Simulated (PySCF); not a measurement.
PySCF 2.14 output of an unrestricted wB97X calculation on a single atom or ion in aug-cc-pwCVDZ-PP with ECP28MDF, with scalar relativity through the core potential:

```
SCF conv_tol = 1e-09
number electrons alpha = 11  beta = 9
    J.-D. Chai and M. Head-Gordon.,  J. Chem. Phys. 128, 084106 (2008)
cycle= 1 E= -167.52566303867  delta_E= -0.00716  |g|= 0.0439  |ddm|= 0.695
cycle= 2 E= -167.525924719584  delta_E= -0.000262  |g|= 0.0319  |ddm|= 0.158
cycle= 3 E= -167.526124786782  delta_E= -0.0002  |g|= 0.00423  |ddm|= 0.0518
cycle= 4 E= -167.526137382924  delta_E= -1.26e-05  |g|= 0.000912  |ddm|= 0.0621
cycle= 5 E= -167.526143504088  delta_E= -6.12e-06  |g|= 0.000849  |ddm|= 0.0658
cycle= 6 E= -167.526148784323  delta_E= -5.28e-06  |g|= 0.000836  |ddm|= 0.0601
cycle= 7 E= -167.526160047692  delta_E= -1.13e-05  |g|= 0.000468  |ddm|= 0.16
cycle= 8 E= -167.526159654869  delta_E= 3.93e-07  |g|= 0.000775  |ddm|= 0.0219
cycle= 9 E= -167.52615867107  delta_E= 9.84e-07  |g|= 0.000988  |ddm|= 0.147
cycle= 10 E= -167.526159412894  delta_E= -7.42e-07  |g|= 0.000621  |ddm|= 0.159
cycle= 11 E= -167.526161485238  delta_E= -2.07e-06  |g|= 0.000219  |ddm|= 0.0556
cycle= 12 E= -167.526161733138  delta_E= -2.48e-07  |g|= 2.46e-06  |ddm|= 0.0251
cycle= 13 E= -167.526161733136  delta_E= 2.22e-12  |g|= 1.58e-06  |ddm|= 0.000376
converged SCF energy = -167.526161733136  <S^2> = 2.0000752  2S+1 = 3.0000501
```

The run itself started from symmetry-adapted Hartree-Fock orbitals and held the occupation by maximum overlap, on a logarithmic radial grid, so the iterations belong to that start.

Task: Which element, charge and spin multiplicity is this?

Result: Cd (cadmium, neutral), multiplicity 3; the state was [Kr] 4d10 5s1 6s1, high-spin 3S determinant (an excited configuration).

Energies and moments cover only the electrons outside the core potential. The outer electron is Rydberg-like, and this basis confines it to a smaller radius and binds it less than a complete one would.
